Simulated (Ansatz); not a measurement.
Ansatz (a first-principles code) input:
A basis named .json is the Basis Set Exchange file of that set.

Ansatz 0.2 input:
```yaml
crystal:
  periodic: [false, false, false]
  atoms:
    - {symbol: Si, position_ang: [1.21873828, 0.26545696, -0.20580658]}
    - {symbol: F, position_ang: [1.47542231, 0.25931362, 1.37372574]}
    - {symbol: O, position_ang: [-0.28933585, -0.24516195, -0.51316156]}
    - {symbol: Si, position_ang: [-1.91628694, -0.22924850, -0.25716289]}
    - {symbol: H, position_ang: [2.16949256, -0.67445962, -0.81973594]}
    - {symbol: H, position_ang: [1.39081143, 1.65319610, -0.67002582]}
    - {symbol: H, position_ang: [-2.54739629, -1.01258399, -1.35161950]}
    - {symbol: H, position_ang: [-2.21134050, -0.84559772, 1.06471462]}
basis:
  gaussian:
    orbitals: aug-cc-pV_D+d_Z.json
magnetization: {spin_polarized: true, initial_magnetization: 1}
correlation: {method: ccsd_t, electrons: outside_noble_gas}
output: {forces: true}
```

### Question
Predict the final energy.

### Answer
-755.28296 Eh (CCSD(T)/aug-cc-pV(D+d)Z). The basis has 146 functions.

It need not be the lowest isomer of its formula.
